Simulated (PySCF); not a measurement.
Si(Cl)3(NH2) (Cl₃H₂NSi), SMILES Cl[Si](Cl)(N)Cl.

Coordinates come from a B3LYP-D3(BJ)/def2-SVP optimisation. Other conformers were not sampled.

Level of theory: TDDFT-B3LYP/def2-SVPD (PySCF 2.14.0).

Vertical excitations.  State labels are in the subgroup Cs.

```tsv
state	symmetry	energy (eV)	λ (nm)	f	main pairs
S1	A'	6.45	192	0.009	HOMO→LUMO 99 %
S2	A"	7.10	175	0.002	HOMO−1→LUMO 96 %
S3	A'	7.13	174	0.018	HOMO→LUMO+1 98 %
S4	A"	7.37	168	0.000	HOMO→LUMO+2 96 %
S5	A"	7.54	164	0.044	HOMO−2→LUMO 95 %
S6	A'	7.67	162	0.068	HOMO−3→LUMO 91 %
S7	A'	7.99	155	0.040	HOMO−4→LUMO 87 %
S8	A"	8.01	155	0.008	HOMO−1→LUMO+1 89 %
S9	A"	8.05	154	0.034	HOMO−5→LUMO 86 %
S10	A'	8.07	154	0.045	HOMO−6→LUMO 82 %
T1	A'	6.14	202	0	HOMO→LUMO 93 %
T2	A"	6.73	184	0	HOMO−1→LUMO 89 %
T3	A'	6.85	181	0	HOMO→LUMO+1 82 %, HOMO−3→LUMO 13 %
T4	A"	7.09	175	0	HOMO−2→LUMO 83 %
```
Triplets are in the Tamm–Dancoff approximation, which puts them higher than full response would, so one can lie above its singlet here.
